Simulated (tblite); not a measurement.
A tight-binding relaxation on `ClC1=C([Si@H](Cl)Br)CC1`.

Computed with GFN2-xTB geometry optimisation, gas phase (tblite 0.8.0). Start geometry: from a force field or distance geometry. A driver script takes a list of jobs; this job's settings line and coordinates (Å) are shown.

Command:
```bash
OMP_NUM_THREADS=1 python probes_run.py task.json out
```

Input:
```
{"job": {"kind": "relax", "xc": "GFN2-xTB", "basis": "xTB"}, "charge": 0, "multiplicity": 1}
Cl    -0.509800     1.740600     2.293500
C     -0.679900     0.704900     0.885000
C      0.199900     0.044500     0.135500
Si     2.041300    -0.149400     0.068300
Cl     2.850800     1.448700    -0.974200
Br     2.610200    -2.076500    -0.959300
C     -0.859900    -0.520300    -0.751300
C     -1.806600     0.219600     0.123300
H      2.564200    -0.199600     1.448100
H     -0.876400    -1.635400    -0.709900
H     -0.721800    -0.113900    -1.779200
H     -2.502300    -0.498800     0.627500
H     -2.314000     1.036000    -0.425100
```

**Question.** What does the run print?

**Answer.** 
```
step      E/eV     max force
  0    -709.30746    3.705
  1    -709.52624    1.015
  2    -709.58406    0.611
  3    -709.66176    0.492
  4    -709.67546    0.443
  5    -709.69687    0.440
  6    -709.70715    0.385
  7    -709.71555    0.212
  8    -709.71972    0.163
  9    -709.72353    0.150
... (34 lines left out)
 44    -709.73645    0.013
 45    -709.73647    0.012
 46    -709.73649    0.014
 47    -709.73652    0.014
 48    -709.73654    0.013
 49    -709.73657    0.012
 50    -709.73659    0.017
 51    -709.73662    0.014
 52    -709.73664    0.010
 53    -709.73666    0.010
```

«max force» is the largest atomic force in eV/Å.

**Question.** From which step on does the largest force stay under 0.1 eV/Å, and how much energy is left to gain from there?

**Answer.** From step 12 (0.091 eV/Å), 6.4 meV above the end.

Main results: energy lowered by 9.9 kcal/mol over 53 steps; largest atomic force 0.010 eV/Å at the end.

**Question.** Where do the atoms end?

**Answer.** 0.101 Å rms from the input after alignment:
```
atom  x, y, z in Å
Cl1   -0.5435    1.7005    2.2336
C2    -0.6563    0.6949    0.8649
C3     0.2511    0.0658    0.1054
Si4    2.1079   -0.0787    0.1150
Cl5    2.9873    1.4242   -0.9030
Br6    2.5024   -2.0029   -0.9198
C7    -0.8314   -0.5283   -0.7823
C8    -1.8565    0.2107    0.1124
H9     2.6961   -0.2304    1.4320
H10   -0.8945   -1.6137   -0.7527
H11   -0.8044   -0.1945   -1.8171
H12   -2.5266   -0.4336    0.6778
H13   -2.4361    0.9864   -0.3837
```

**Question.** Estimate the wall time. Hardware: one thread of an Intel Xeon at 2.50 GHz, on a shared host.

**Answer.** About 1.8 s.
Labels such as C1 count atoms from 1, the log's own numbers from 0.
